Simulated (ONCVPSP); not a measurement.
# Pseudopotential generation for strontium (Sr): ONCV, PBEsol, fully relativistic.

strontium, optimised norm-conserving Vanderbilt (ONCV), made with ONCVPSP 4.0.1 (PBEsol, fully relativistic). Core [Ar] 3d10, reference 4s2 4p6 5s1 5p1. Waves: 4s+5s: rc 2.40 bohr, ncon 3, nbas 7, qcut 4.1 1/bohr, 2 projectors; 4p+5p: rc 2.85 bohr, ncon 4, nbas 7, qcut 5 1/bohr, 2 projectors; d scattering state at 0.22 Ha: rc 3.00 bohr, ncon 3, nbas 6, qcut 3.3 1/bohr, 2 projectors, debl 1 Ha; f scattering state at 0.06 Ha: rc 2.50 bohr, ncon 4, nbas 8, qcut 4.6 1/bohr, 2 projectors, debl 2.5 Ha. Local part: polynomial inside 1.65 bohr (lpopt 5, dvloc0 4 Ha). Core correction: Teter function, fcfact 3.25, rcfact 1.65.

Open shells are filled in proportion to 2j + 1.

In the d channel the program set the typed energies aside and used -0.079, 0.921 Ha (j = l + 1/2; the other j can differ).

What the tests gave:

```json
{
 "Cutoffs needed": "7.9 Ha and 9.4 Ha (the cutoffs (Ha) at which the residual kinetic energy of the hardest occupied pseudo-wave falls to 1 and 0.1 mHa per electron) The cutoffs count occupied waves only; projector 2 of the f channel, the hardest unoccupied one, needs 48 Ha at the loose tolerance.",
 "Ghost test": "no bound ghost flagged; no localised positive-energy state flagged",
 "Largest excitation error": "-1.7 meV (all-electron minus pseudo) for 4s2 4p6 5s0 5p0, out of 4 test configurations",
 "rms error of d²Exc/dni dnj": "6.62 mHa without and 2.75 mHa with the model core"
}
```

Generation and tests took about 10 s on one core of a shared server CPU.
